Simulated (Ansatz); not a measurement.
Geometry optimisation, DFT r2SCAN, scalar-relativistic, plane waves, PAW in Ansatz.

Input file:

```yaml
crystal:
  lattice:
    - [5.727565, 0.0, 0.0]
    - [0.0, 5.727565, 0.0]
    - [0.0, 0.0, 17.075]
  atoms:
    - { symbol: Al, position: [0.25, 0.25, 0.0585652] }
    - { symbol: Al, position: [0.75, 0.25, 0.0585652] }
    - { symbol: Al, position: [0.25, 0.75, 0.0585652] }
    - { symbol: Al, position: [0.75, 0.75, 0.0585652] }
    - { symbol: Al, position: [0.0, 0.0, 0.1771596] }
    - { symbol: Al, position: [0.5, 0.0, 0.1771596] }
    - { symbol: Al, position: [0.0, 0.5, 0.1771596] }
    - { symbol: Al, position: [0.5, 0.5, 0.1771596] }
    - { symbol: Al, position: [0.25, 0.25, 0.295754] }
    - { symbol: Al, position: [0.75, 0.25, 0.295754] }
    - { symbol: Al, position: [0.25, 0.75, 0.295754] }
    - { symbol: Al, position: [0.75, 0.75, 0.295754] }
    - { symbol: Al, position: [0.0, 0.0, 0.4143485] }
    - { symbol: Al, position: [0.5, 0.0, 0.4143485] }
    - { symbol: Al, position: [0.0, 0.5, 0.4143485] }
    - { symbol: Al, position: [0.5, 0.5, 0.4143485] }
    - { symbol: Au, position: [0.6571199, 0.315461, 0.5455344] }
basis:
  ecutwfc: 500.0
kpoints:
  mp_grid: { grid: [4, 4, 1] }
hamiltonian:
  xc: r2scan
scf:
  occupations: { method: gaussian, width: 0.05 }
  lower_state_search: "off"
relax:
  f_tol: 0.03
  max_steps: 60
  adjacent_minimum: "off"
  constraints: [{ sites: [0, 1, 2, 3] }]
```

Command:

```bash
$ ansatz run input.yaml --threads 4 --pin off --max-ram 10240MiB --backend cpu --events-out ev --progress --plain --runs-dir out
```

**Question.** Where does it end, and by what steps?

**Answer.** The run converged. Limits of this set-up: coarse k mesh, thin slab, slab without dipole correction, a typed lattice constant that wasn't relaxed here. After 7 steps the energy has fallen by 1.311 eV; Au17 moved furthest, 1.18 Å. Joined: Al13–Au17 (3.48 → 2.52 Å).

```
step  energy less start (eV)  largest force component (eV/Å)  accepted
   0                  0.0000                           1.861       yes
   1                 -0.3927                           1.478       yes
   2                 -0.6747                           0.981       yes
   3                 -0.9126                           0.732       yes
   4                 -1.1041                           0.522       yes
   5                 -1.2477                           0.332       yes
   6                 -1.3093                           0.055       yes
   7                 -1.3113                           0.012       yes
```

```xyz
17
Lattice="5.7276 0.0000 0.0000 0.0000 5.7276 0.0000 0.0000 0.0000 17.0750" Properties=species:S:1:pos:R:3
Al 1.432 1.432 1.000
Al 4.296 1.432 1.000
Al 1.432 4.296 1.000
Al 4.296 4.296 1.000
Al -0.015 0.014 3.031
Al 2.872 0.014 3.031
Al -0.015 2.854 3.031
Al 2.872 2.855 3.031
Al 1.425 1.436 4.985
Al 4.290 1.436 4.968
Al 1.426 4.300 4.889
Al 4.290 4.300 4.985
Al 0.067 -0.070 6.993
Al 2.779 -0.070 6.992
Al 0.067 2.946 6.992
Al 2.779 2.947 6.991
Au 4.285 1.440 8.327
```

Whether the end is a true minimum wasn't checked by a vibrational analysis.

The run took 5 min on 4 threads of Arm Neoverse N1, on a shared host, peak memory 1.9 GiB.
